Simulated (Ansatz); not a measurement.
Two structures of AlNH₆O₃, closed shell, reached by relaxing down either side of one saddle point (PBE0-D4/def2-TZVP). Energies are electronic, without zero-point energy. Program: Ansatz 0.2.0. Basis: def2-TZVPP and def2-QZVPP. Cores are frozen in the correlated methods. Extrapolation: Hartree–Fock as exp(−7.88 √X), correlation as X^−2.97. First:

```json
{"atom": "Al1", "x (Å)": "0.1344", "y (Å)": "-0.5094", "z (Å)": "0.0024"}
{"atom": "O2", "x (Å)": "1.2267", "y (Å)": "-0.5148", "z (Å)": "-1.3299"}
{"atom": "O3", "x (Å)": "0.8113", "y (Å)": "-0.6157", "z (Å)": "1.5831"}
{"atom": "O4", "x (Å)": "-1.4209", "y (Å)": "-1.2087", "z (Å)": "-0.2429"}
{"atom": "H5", "x (Å)": "0.1906", "y (Å)": "1.9449", "z (Å)": "-0.6735"}
{"atom": "N6", "x (Å)": "-0.3799", "y (Å)": "1.4379", "z (Å)": "-0.0053"}
{"atom": "H7", "x (Å)": "1.0959", "y (Å)": "-1.1124", "z (Å)": "-2.0628"}
{"atom": "H8", "x (Å)": "1.7013", "y (Å)": "-0.9372", "z (Å)": "1.7091"}
{"atom": "H9", "x (Å)": "-1.7628", "y (Å)": "-1.8592", "z (Å)": "0.3664"}
{"atom": "H10", "x (Å)": "-1.3559", "y (Å)": "1.5376", "z (Å)": "-0.2632"}
{"atom": "H11", "x (Å)": "-0.2406", "y (Å)": "1.8373", "z (Å)": "0.9167"}
```

Second:

```csv
atom,x (Å),y (Å),z (Å)
Al1,-0.0241,-0.2021,0.3682
O2,1.0664,-0.1498,-1.2878
O3,0.9869,-0.5039,1.7099
O4,-1.0360,-1.4137,-0.3288
H5,0.8287,0.7672,-1.5141
N6,-0.5219,1.5276,0.1892
H7,0.6077,-0.7349,-1.9056
H8,1.4216,-1.3405,1.8554
H9,-1.6637,-1.9363,0.1632
H10,-1.4578,1.7662,-0.1018
H11,-0.2077,2.2203,0.8523
```

Question: Which bonds change from the first to the second?

Answer: AlH₃O₃ ([OH][Al]([OH])[OH]) + NH₃ → AlNH₄O₂ ([NH2][Al]([OH])[OH]) + H₂O (still joined by a long Al–O bond); bonds formed: O2–H5; dative contacts that become bonds: Al1–N6; bonds broken: H5–N6; bonds weakened to dative contacts: Al1–O2.

Question: Give the saddle point's structure and its height above each. (To be estimated.)

Answer: The calculation gives: 26.79 kcal/mol above the first and 5.05 kcal/mol above the second (CCSD(T) at an estimated basis limit (MP2 extrapolated from triple and quadruple zeta, plus CCSD(T) − MP2 in triple zeta)).
Al1  (0.014, -0.362, 0.303)
O2  (1.025, -0.012, -1.267)
O3  (0.940, -0.566, 1.717)
O4  (-1.160, -1.482, -0.244)
H5  (0.460, 0.945, -1.064)
N6  (-0.394, 1.452, -0.007)
H7  (0.744, -0.452, -2.074)
H8  (1.389, -1.375, 1.951)
H9  (-1.671, -2.032, 0.345)
H10  (-1.336, 1.717, -0.259)
H11  (-0.010, 2.165, 0.597)
(Å)

The T1 diagnostic stays at or below 0.012.

Labels in which every atom is bracketed show which atoms are joined, not bond orders.

For scale, one of the runs: CCSD(T)/def2-TZVPP, 250 basis functions, launched by `ansatz run in.yaml --threads 8 --pin off --events-out ev --progress --plain --max-ram 19148MiB`. Time: 98 s of wall clock on 8 CPU threads of an Intel Xeon; the host was shared. Peak host memory: 5.6 GiB.
